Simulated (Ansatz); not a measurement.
C2H9AlN2, SMILES `CN[CH2][AlH][NH2]`, relaxed with RKS PBE-D4/def2-SVP in Ansatz from a rough embedded geometry. The force threshold is 0.03 eV/Å; the program also tests the step.

The species carries charge 0 and has multiplicity 1.

Start:

```xyz
14

C     1.185    1.224    0.687
N    -0.007    1.328   -0.096
C     0.008    0.342   -1.182
Al   -0.906   -1.360   -0.694
N    -1.489   -1.585    1.139
H     2.095    1.381    0.153
H     1.116    1.900    1.563
H     1.213    0.143    1.128
H    -0.011    2.310   -0.490
H    -0.655    0.766   -2.023
H     1.004    0.193   -1.583
H    -1.035   -2.547   -1.689
H    -0.657   -1.541    1.823
H    -1.860   -2.554    1.263
```

By how much does the energy fall, and how many steps does the optimiser take? (Best estimate.)

Computed: 76.45 kJ/mol, in 13 steps, 1 of them rejected.

Which bonds change most? (Best estimate.)

Ansatz gave: Al4–N5 from 1.936 to 1.785 Å; C1–H6 from 1.067 to 1.124 Å; N5–H13 from 1.078 to 1.024 Å; C1–H8 from 1.167 to 1.114 Å.

Give the relaxed structure. (Best estimate.)

The calculation gave: 
```xyz
14

C     1.209    1.009    0.730
N     0.001    1.265   -0.032
C    -0.127    0.417   -1.221
Al   -0.645   -1.429   -0.691
N    -1.263   -1.596    0.975
H     2.164    1.086    0.142
H     1.282    1.711    1.587
H     1.173   -0.021    1.153
H    -0.023    2.258   -0.296
H    -0.977    0.791   -1.838
H     0.765    0.447   -1.907
H    -0.594   -2.727   -1.630
H    -1.344   -0.779    1.587
H    -1.619   -2.433    1.441
```
